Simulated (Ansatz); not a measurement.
Gas-phase electronic energies from Ansatz, PBE0-D4/def2-TZVP geometries. CCSD(T)/CBS adds triple-zeta CCSD(T) − MP2 to the extrapolated MP2 energy (def2 sets, frozen cores). DFT in def2-TZVPP. B3LYP here is the variant with VWN-RPA as its local correlation; programs differ in this. One conformer a species, not always the lowest.

Reaction (isomerisation): `BC(O)[SiH3]` → `CB[SiH2]O`

Is it downhill or uphill in electronic energy at CCSD(T)/CBS, and by how much? (An estimate is asked.)

Computed: Downhill: ΔE = -1.72 eV.

What do these levels give: PBE-D4, PBE-QIDH, PBE, revPBE, r2SCAN, B3LYP, r2SCANh, CAM-B3LYP, MP2/def2-SVP, MP2/def2-TZVPP, CCSD(T)/def2-TZVPP, HF/CBS(def2)? (An estimate is asked.)

The calculation gave: PBE-D4 -1.55, PBE-QIDH -1.71, PBE -1.57, revPBE -1.61, r2SCAN -1.67, B3LYP -1.71, r2SCANh -1.68, CAM-B3LYP -1.72, MP2/def2-SVP -1.57, MP2/def2-TZVPP -1.72, CCSD(T)/def2-TZVPP -1.69, HF/CBS(def2) -1.89 eV.

What do rigid-rotor, harmonic-oscillator terms from PBE0-D4/def2-TZVP frequencies (298.15 K, 1 bar) make of the CCSD(T)/CBS value? (Estimate.)

Computed: ΔZPE = +0.05 eV, ΔH = -1.65 eV, ΔS = 19 J/(mol·K), ΔG = -1.71 eV.

Largest T1 diagnostic among the species: 0.013.

At CCSD(T), def2-SVP lies +0.21 eV from the extrapolated value and def2-TZVPP +0.03 eV. The D4 term adds +0.04 eV with B3LYP and +0.02 eV with PBE0; it sums over pairs of atoms, weighted by their polarisabilities, and B3LYP, whose exchange is more repulsive, gets the larger term. Leaving LDA and LC-ωPBE aside and taking each functional with its dispersion term where it has one, the values, not all of them listed here, spread over 0.24 eV, from B97M-V to revPBE-D4. LDA lies +0.10 eV from PBE without D4.
